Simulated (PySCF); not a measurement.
Compound: C7H9Cl3O.
Numbering: `[CH2:1]=[CH:2][C:3](=[O:4])[CH2:5][C@@H:6]([CH3:7])[C:8]([Cl:9])([Cl:10])[Cl:11]` (hydrogens: H12, H13 on C1; H14 on C2; H15, H16 on C5; H17 on C6; H18, H19, H20 on C7)

Computed by this run: PBE0-D3(BJ)/def2-SVP geometry optimisation, gas phase in PySCF 2.14.0; density fitting, grid level 1; the optimiser is geomeTRIC in internal coordinates, started from a GFN2-xTB structure.

Geometry at step 0:
```
atom  x, y, z in Å
C1      3.4077   -1.1665   -1.0366
C2      2.5187   -0.5162   -0.2958
C3      1.1319   -0.3102   -0.7671
O4      0.7471   -0.6630   -1.8568
C5      0.2431    0.3997    0.2377
C6     -1.2157    0.4565   -0.2237
C7     -1.8703   -0.9167   -0.0875
C8     -1.9913    1.5194    0.5485
Cl9    -3.6785    1.6148   -0.0089
Cl10   -2.0017    1.1788    2.2927
Cl11   -1.2715    3.1364    0.3132
H12     3.1242   -1.5540   -2.0023
H13     4.4219   -1.3318   -0.7160
H14     2.7692   -0.1169    0.6763
H15     0.3198   -0.1064    1.2020
H16     0.6441    1.4089    0.3620
H17    -1.2287    0.7494   -1.2794
H18    -1.3076   -1.6323   -0.6799
H19    -1.8741   -1.2404    0.9505
H20    -2.8934   -0.8990   -0.4515
```

Question: What forces act on the atoms?

Answer: 
```json
{"atom": "C1", "Fx (eV/Å)": "0.033", "Fy (eV/Å)": "-0.004", "Fz (eV/Å)": "-0.002"}
{"atom": "C2", "Fx (eV/Å)": "-0.134", "Fy (eV/Å)": "-0.023", "Fz (eV/Å)": "-0.184"}
{"atom": "C3", "Fx (eV/Å)": "-0.143", "Fy (eV/Å)": "0.234", "Fz (eV/Å)": "0.381"}
{"atom": "O4", "Fx (eV/Å)": "-0.071", "Fy (eV/Å)": "-0.065", "Fz (eV/Å)": "-0.194"}
{"atom": "C5", "Fx (eV/Å)": "-0.526", "Fy (eV/Å)": "-0.233", "Fz (eV/Å)": "-0.827"}
{"atom": "C6", "Fx (eV/Å)": "0.181", "Fy (eV/Å)": "-0.388", "Fz (eV/Å)": "0.510"}
{"atom": "C7", "Fx (eV/Å)": "0.193", "Fy (eV/Å)": "0.407", "Fz (eV/Å)": "-0.175"}
{"atom": "C8", "Fx (eV/Å)": "-0.131", "Fy (eV/Å)": "0.268", "Fz (eV/Å)": "-0.082"}
{"atom": "Cl9", "Fx (eV/Å)": "-0.095", "Fy (eV/Å)": "-0.041", "Fz (eV/Å)": "-0.100"}
{"atom": "Cl10", "Fx (eV/Å)": "0.034", "Fy (eV/Å)": "-0.090", "Fz (eV/Å)": "0.207"}
{"atom": "Cl11", "Fx (eV/Å)": "0.110", "Fy (eV/Å)": "0.087", "Fz (eV/Å)": "-0.084"}
{"atom": "H12", "Fx (eV/Å)": "-0.234", "Fy (eV/Å)": "-0.184", "Fz (eV/Å)": "-0.530"}
{"atom": "H13", "Fx (eV/Å)": "0.559", "Fy (eV/Å)": "-0.058", "Fz (eV/Å)": "0.248"}
{"atom": "H14", "Fx (eV/Å)": "0.181", "Fy (eV/Å)": "0.160", "Fz (eV/Å)": "0.464"}
{"atom": "H15", "Fx (eV/Å)": "0.094", "Fy (eV/Å)": "-0.082", "Fz (eV/Å)": "0.359"}
{"atom": "H16", "Fx (eV/Å)": "0.203", "Fy (eV/Å)": "0.283", "Fz (eV/Å)": "0.125"}
{"atom": "H17", "Fx (eV/Å)": "-0.047", "Fy (eV/Å)": "0.158", "Fz (eV/Å)": "-0.162"}
{"atom": "H18", "Fx (eV/Å)": "0.199", "Fy (eV/Å)": "-0.273", "Fz (eV/Å)": "-0.238"}
{"atom": "H19", "Fx (eV/Å)": "-0.016", "Fy (eV/Å)": "-0.129", "Fz (eV/Å)": "0.416"}
{"atom": "H20", "Fx (eV/Å)": "-0.389", "Fy (eV/Å)": "-0.030", "Fz (eV/Å)": "-0.133"}
```

The largest, 1.01 eV/Å, acts on C5; the rms over all components is 0.261 eV/Å. The forces sum to zero within rounding, as they must for an isolated molecule in no field.

Question: Give the force on C5 in Eh/bohr and in nN.

Answer: 1.008 eV/Å ÷ 51.422 = 0.01959 Eh/bohr, and 1.008 eV/Å × 1.602 = 1.61 nN.

Question: How far is this geometry from the end of the optimisation?

Answer: 0.051 eV above it, and 0.052 Å rms away after alignment. The bonds farthest from their final lengths, with half the difference of the two atoms' forces along the bond (positive lengthens):

```tsv
bond	now (Å)	final (Å)	force along bond (eV/Å)
C1–H12	1.078	1.094	+0.30
C1–H13	1.076	1.092	+0.29
C2–H14	1.080	1.095	+0.36
C7–H19	1.087	1.100	+0.36
C5–H15	1.092	1.103	+0.51
C7–H18	1.086	1.098	+0.24
```

The angle farthest from its final value is C8–C6–H17, 107.2° against 104.9°.

Of the 6 listed bonds off by 0.010 Å or more, this force points towards the final length in 6.

What follows is the cost of the whole optimisation. Rough CPU time on one thread of a shared machine: about 6 min.
